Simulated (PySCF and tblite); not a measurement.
Results of a calculation; reference values are marked as such.
Stationary points of 4-bromoaniline at GFN2-xTB, in Å:

Structure A

```
 1 N    -2.733    0.563    1.318
 2 C    -1.419    0.649    0.928
 3 C    -0.404    0.810    1.875
 4 C     0.909    0.966    1.482
 5 C     1.222    0.961    0.134
 6 Br    3.039    1.169   -0.412
 7 C     0.235    0.802   -0.824
 8 C    -1.077    0.646   -0.427
 9 H    -2.914    0.315    2.276
10 H    -3.389    0.199    0.647
11 H    -0.654    0.814    2.925
12 H     1.688    1.089    2.220
13 H     0.491    0.798   -1.873
14 H    -1.851    0.522   -1.170
```

Structure B

```
 1 N    -2.326   -0.299    0.501
 2 C    -0.944   -0.121    0.194
 3 C     0.046   -0.061    1.173
 4 C     1.372    0.114    0.824
 5 C     1.706    0.228   -0.514
 6 Br    3.534    0.469   -1.002
 7 C     0.740    0.171   -1.504
 8 C    -0.583   -0.004   -1.143
 9 H    -2.657    0.452    1.100
10 H    -2.468   -1.168    1.008
11 H    -0.222   -0.151    2.216
12 H     2.138    0.160    1.583
13 H     1.019    0.262   -2.542
14 H    -1.355   -0.051   -1.894
```

Geometries: GFN2-xTB; energies: PBE0/pcSseg-1 + D3(BJ), IEF-PCM cyclohexane; zero-point and thermal terms from GFN2-xTB harmonic modes (soft modes blended into free rotors).

Task: Which structure is a saddle point, and along which motion?

Result: B: one imaginary mode (347i cm⁻¹ at GFN2-xTB, mostly on H10, H9), along the rotation about the C2–N1 bond (torsion C3–C2–N1–H from -20° to 160°, rising).

Task: Give their symmetry and energies above the lowest.

Result: A Cs, 0.0 kcal/mol; B Cs, 6.2 kcal/mol.

Spin–orbit effects of heavy atoms on shieldings are missing.
